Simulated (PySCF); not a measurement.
**Radial density of Zr (zirconium, neutral)**

r2SCAN0, [Kr] 4d2 5s2, high-spin 3F determinant. Computed with PySCF 2.14 in dyall-av2z, with no relativity, point nucleus.

```tsv
r (bohr)	4πr²ρ (e/bohr)	4πr²(ρα − ρβ)
0.000599	0.1913	0.0000
0.00101	0.5239	0.0000
0.00169	1.403	0.0000
0.00285	3.619	0.0000
0.00480	8.766	0.0001
0.00807	19.11	0.0002
0.0136	34.96	0.0002
0.0228	48.27	-0.0002
0.0384	46.00	-0.0019
0.0646	43.46	-0.0026
0.109	60.25	0.0222
0.183	44.91	0.1199
0.307	42.28	0.1849
0.517	32.54	0.0103
0.869	9.549	0.2706
1.46	7.111	1.0021
2.46	1.711	0.6918
4.14	0.6337	0.1104
6.96	0.07374	-0.0157
11.7	0.0004197	-0.0002
```

A non-relativistic calculation at this Z misses sizeable relativistic shifts.

(1) Where is the radial spin density 4πr²(ρα − ρβ) most negative, and why is it negative at all?

Results:

(1) Around r = 6.96 bohr, down to -0.0157 e/bohr: exchange with the open shell polarises the paired shells in an unrestricted calculation.
